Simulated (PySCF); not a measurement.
C2H6BO2, SMILES CO[B]OC, multiplicity 2.

Geometry optimised at ωB97X-D3(BJ)/def2-SVP. The isomer is the one that the SMILES or the coordinates give; other isomers of the formula were not compared. Other conformers were not sampled.

Calculation: PBE0/def2-TZVP run with PySCF.

Isolated molecule, no solvent.

```json
{
  "total_energy": "-254.92830 hartree",
  "α spin, highest occupied and lowest empty level": "-5.70 and 0.70 eV",
  "β spin, highest occupied and lowest empty level": "-8.43 and -1.08 eV",
  "dipole_moment": "1.81 D",
  "quadrupole, principal values (traceless, Buckingham form, about the centre of nuclear charge)": "-6.62, -0.94, 7.56 D·Å",
  "mean_static_polarisability": "49.9 bohr³ (7.40 Å³)",
  "polarisability_principal_values": "42.0, 45.6, 62.1 bohr³",
  "⟨S²⟩": "0.753 (pure state 0.75)"
}
```
